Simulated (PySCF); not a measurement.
How methods differ on the excitation energy of P⁺

P⁺ [Ne] 3s2 3p2 (3P) → P⁺ [Ne] 3s1 3p2 4s1 (5P), as a difference of total energies. All numbers are calculated (PySCF 2.14, the spin-free X2C one-electron Hamiltonian (Gaussian nucleus), in aug-cc-pVQZ-DK (7s6p4d3f2g, 84 functions)). Correlated levels: valence: [Ne] frozen. The calculations carry no spin-orbit coupling.

```
           method  excitation energy (eV)
              UHF                  15.802
    MP2 (valence)                  17.107
SCS-MP2 (valence)                  17.550
   CCSD (valence)                  17.405
CCSD(T) (valence)                  17.447
```

Question: How much does correlation contribute at CCSD(T) (valence)?

Answer: 17.447 − (15.802) = 1.645 eV, measured against UHF.

The promoted electron is Rydberg-like, and one or two diffuse shells describe it only roughly, which tends to raise the upper state.

The coupled-cluster amplitudes are large for the upper state (T1 above 0.03 or a double amplitude above 0.15), so a single reference is strained.
